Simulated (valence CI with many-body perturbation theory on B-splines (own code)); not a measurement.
# I⁴⁸⁺: electric-dipole lines

Level of theory: relativistic CI+MBPT: three valence electrons over a frozen Dirac-Fock core [He], radial functions for each j: 11 s, 11 p, 9 d, 7 f, 5 g, 2 h, 1 i, with the one-electron correlation potential Σ1 (screened to all orders), the two-electron term Σ2, the three-electron term Σ3, Breit, model QED; selected single and double excitations, second order for the rest (own B-spline code, finite nucleus).

No measured spectrum was set against this ion. As an estimate, large intervals hold to a few tenths of a per cent, small ones and those within an open d or f shell to about a per cent.

Lines 151 to 200 of 281 in falling wavelength, among levels below 428.40 Ry, chosen from the strongest by gf and those to the six lowest levels. Wavelengths and rates use the calculated energies. Electric multipoles are in the length gauge, E1 and E2 with the static RPA response of the core. Weak lines are less certain than strong ones. Lines between different terms over intervals too small for the method are left out, as are lines whose strength nearly cancels. The highest levels of a list are the least certain.

Levels are named by their leading jj configuration (3d3/2^4 stands for four electrons in 3d with j = 3/2), which in mixed levels can hold well under half, so a name can repeat and another be missing. Letters in brackets count levels of one name in rising energy.

```
λ vac (Å)                          Upper                       Lower   A (s⁻¹)  log gf  Branch %
    2.562     (2s 2p3/2 3d5/2) J=3/2 [b]          (2s 2p3/2^2) J=3/2  1.34e+14   -0.28      33.7
    2.561         (2s 2p1/2 3d3/2) J=5/2  (2s 2p1/2 2p3/2) J=3/2 [a]  2.77e+13   -0.79      29.8
    2.561     (2s 2p3/2 3d5/2) J=3/2 [b]          (2s 2p3/2^2) J=1/2  2.58e+14    0.01      64.8
    2.559     (2s 2p3/2 3d5/2) J=5/2 [a]          (2s 2p3/2^2) J=5/2  2.84e+14    0.22      87.1
    2.559         (2s 2p1/2 3d5/2) J=7/2      (2s 2p1/2 2p3/2) J=5/2  3.66e+14    0.46     100.0
    2.557     (2s 2p3/2 3d5/2) J=3/2 [a]          (2s 2p3/2^2) J=5/2  3.81e+13   -0.83      17.8
    2.556         (2s 2p1/2 3d3/2) J=1/2  (2s 2p1/2 2p3/2) J=3/2 [a]  9.96e+12   -1.71       1.5
    2.554     (2s 2p3/2 3d5/2) J=7/2 [a]          (2s 2p3/2^2) J=5/2  5.47e+14    0.63      95.5
    2.554     (2s 2p1/2 3d3/2) J=3/2 [b]  (2s 2p1/2 2p3/2) J=3/2 [a]  5.07e+13   -0.70      10.0
    2.553         (2s 2p1/2 3d5/2) J=3/2      (2s 2p1/2 2p3/2) J=5/2  1.33e+12   -2.29       0.4
    2.553     (2s 2p1/2 3d5/2) J=5/2 [b]      (2s 2p1/2 2p3/2) J=5/2  3.58e+13   -0.68       9.7
    2.552     (2s 2p1/2 3d5/2) J=5/2 [a]  (2s 2p1/2 2p3/2) J=3/2 [a]  3.35e+14    0.29      85.7
    2.550             (2s^2 3d5/2) J=5/2          (2s^2 2p3/2) J=3/2  4.01e+14    0.37     100.0
    2.540     (2s 2p3/2 3d3/2) J=5/2 [b]          (2s 2p3/2^2) J=5/2  1.90e+13   -0.96       6.3
    2.537         (2s 2p1/2 3d5/2) J=3/2  (2s 2p1/2 2p3/2) J=3/2 [a]  1.02e+13   -1.41       2.7
    2.537     (2s 2p1/2 3d5/2) J=5/2 [b]  (2s 2p1/2 2p3/2) J=3/2 [a]  3.26e+13   -0.72       8.9
    2.537          (2p1/2^2 3p1/2) J=1/2  (2s 2p1/2 2p3/2) J=3/2 [a]  1.30e+12   -2.60       5.7
    2.531     (2s 2p3/2 3d5/2) J=7/2 [b]          (2s 2p3/2^2) J=5/2  1.40e+14    0.03      95.0
    2.528        (2s 2p3/2 3s) J=3/2 [a]  (2s 2p1/2 2p3/2) J=3/2 [b]  1.28e+12   -2.31       1.7
    2.521        (2s 2p1/2 3s) J=1/2 [a]          (2s 2p1/2^2) J=1/2  8.91e+12   -1.77      15.9
    2.519         (2s 2p1/2 3p3/2) J=5/2          (2s^2 2p3/2) J=3/2  6.56e+12   -1.43      88.7
    2.513            (2s 2p1/2 3s) J=3/2          (2s 2p1/2^2) J=1/2  1.39e+13   -1.28      25.2
    2.512            (2s 2p3/2 3s) J=5/2      (2s 2p1/2 2p3/2) J=5/2  1.13e+13   -1.19      28.4
    2.503        (2s 2p3/2 3s) J=3/2 [a]      (2s 2p1/2 2p3/2) J=5/2  7.03e+12   -1.58       9.3
    2.503            (2s 2p3/2 3s) J=1/2  (2s 2p1/2 2p3/2) J=3/2 [b]  2.01e+13   -1.42      24.1
    2.501        (2s 2p1/2 3s) J=1/2 [b]          (2s 2p1/2^2) J=1/2  1.97e+12   -2.43       4.6
    2.501        (2s 2p3/2 3s) J=3/2 [b]  (2s 2p1/2 2p3/2) J=3/2 [b]  6.22e+12   -1.63      15.5
    2.501          (2p1/2^2 3p3/2) J=3/2      (2s 2p1/2 2p3/2) J=5/2  7.91e+11   -2.53       0.7
    2.496            (2s 2p3/2 3s) J=5/2  (2s 2p1/2 2p3/2) J=3/2 [a]  4.97e+12   -1.56      12.5
    2.496             (2s^2 3p3/2) J=3/2          (2s 2p1/2^2) J=1/2  6.95e+12   -1.59      54.1
    2.495                (2s^2 3s) J=1/2          (2s^2 2p1/2) J=1/2  1.69e+13   -1.50      27.2
    2.487        (2s 2p3/2 3s) J=3/2 [a]  (2s 2p1/2 2p3/2) J=3/2 [a]  2.22e+12   -2.08       2.9
    2.485          (2p1/2^2 3p3/2) J=3/2  (2s 2p1/2 2p3/2) J=3/2 [a]  5.34e+11   -2.70       0.5
    2.443  (2p1/2 2p3/2 3d3/2) J=3/2 [a]       (2p1/2^2 2p3/2) J=3/2  6.27e+13   -0.65      54.1
    2.442  (2p1/2 2p3/2 3d3/2) J=5/2 [a]       (2p1/2^2 2p3/2) J=3/2  2.54e+13   -0.87      59.2
    2.441     (2s 2p3/2 3d3/2) J=5/2 [a]  (2s 2p1/2 2p3/2) J=3/2 [b]  1.27e+12   -2.17       0.3
    2.439     (2s 2p3/2 3d3/2) J=1/2 [a]  (2s 2p1/2 2p3/2) J=3/2 [b]  7.84e+12   -1.85       1.6
    2.431  (2p1/2 2p3/2 3d3/2) J=5/2 [b]       (2p1/2^2 2p3/2) J=3/2  3.88e+14    0.31      94.5
    2.430     (2s 2p1/2 3d3/2) J=3/2 [a]          (2s 2p1/2^2) J=1/2  3.90e+13   -0.86      39.7
    2.429  (2p1/2 2p3/2 3d3/2) J=3/2 [b]       (2p1/2^2 2p3/2) J=3/2  3.11e+14    0.04      84.3
    2.427      (2p1/2 2p3/2 3p1/2) J=1/2  (2s 2p1/2 2p3/2) J=3/2 [b]  7.16e+12   -1.90      15.8
    2.425  (2p1/2 2p3/2 3p1/2) J=3/2 [a]      (2s 2p1/2 2p3/2) J=1/2  9.26e+13   -0.49      61.8
    2.425  (2p1/2 2p3/2 3d3/2) J=1/2 [b]       (2p1/2^2 2p3/2) J=3/2  4.62e+14   -0.09      89.4
    2.425  (2p1/2 2p3/2 3p1/2) J=3/2 [a]  (2s 2p1/2 2p3/2) J=3/2 [b]  1.10e+13   -1.41       7.3
    2.423      (2p1/2 2p3/2 3d5/2) J=3/2       (2p1/2^2 2p3/2) J=3/2  9.43e+13   -0.48      23.2
    2.423  (2p1/2 2p3/2 3d5/2) J=5/2 [a]       (2p1/2^2 2p3/2) J=3/2  5.24e+13   -0.56      12.9
    2.423     (2s 2p3/2 3d5/2) J=3/2 [a]  (2s 2p1/2 2p3/2) J=3/2 [b]  2.95e+13   -0.98      13.8
    2.421      (2p1/2 2p3/2 3p1/2) J=5/2  (2s 2p1/2 2p3/2) J=3/2 [b]  1.73e+14   -0.04      79.3
    2.420     (2s 2p1/2 3p1/2) J=1/2 [a]          (2s^2 2p1/2) J=1/2  4.36e+13   -1.12      98.2
    2.417     (2s 2p3/2 3d3/2) J=5/2 [a]      (2s 2p1/2 2p3/2) J=5/2  2.45e+14    0.11      53.9
```
